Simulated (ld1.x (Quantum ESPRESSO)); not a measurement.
An all-electron radial function and its pseudo partner (Cr (Z = 24))

Columns: radius, all-electron u(r) and pseudo u(r) of the 4p shell (level -0.95 eV) of chromium in the configuration [Ne] 3s2 3p6 3d5 4s1 4p0; PBEsol, scalar-relativistic, PAW scheme, ld1.x (Quantum ESPRESSO) 7.5.

```csv
r (bohr),all-electron,pseudo
0.082,0.0624,-0.0078
0.165,0.0889,-0.0303
0.248,0.0539,-0.0637
0.330,-0.0058,-0.1016
0.413,-0.0656,-0.1389
0.495,-0.1116,-0.1690
0.578,-0.1412,-0.1883
0.660,-0.1540,-0.1940
0.742,-0.1531,-0.1866
0.825,-0.1411,-0.1674
0.908,-0.1211,-0.1397
0.990,-0.0959,-0.1073
1.072,-0.0671,-0.0729
1.155,-0.0360,-0.0381
1.238,-0.0039,-0.0044
1.320,0.0279,0.0279
1.402,0.0592,0.0592
1.485,0.0900,0.0900
1.568,0.1197,0.1197
1.650,0.1477,0.1477
1.733,0.1746,0.1746
1.815,0.1998,0.1998
1.898,0.2238,0.2238
1.980,0.2460,0.2460
2.062,0.2669,0.2669
2.145,0.2865,0.2865
```

Task: How many radial nodes do the two functions have?

Result: The all-electron 4p function has n − l − 1 = 2; the pseudo-wave has 1, since 1 lower shell of the same l stays in the valence.

Task: At about which radius was the pseudo-wave matched?

Result: 1.40 bohr, where the columns begin to agree (steps of 0.08 bohr).

Task: Is the pseudo-wave norm-conserving?

Result: No, it belongs to a PAW set: the norm inside the radius is not constrained, and the difference is carried by the augmentation charge.
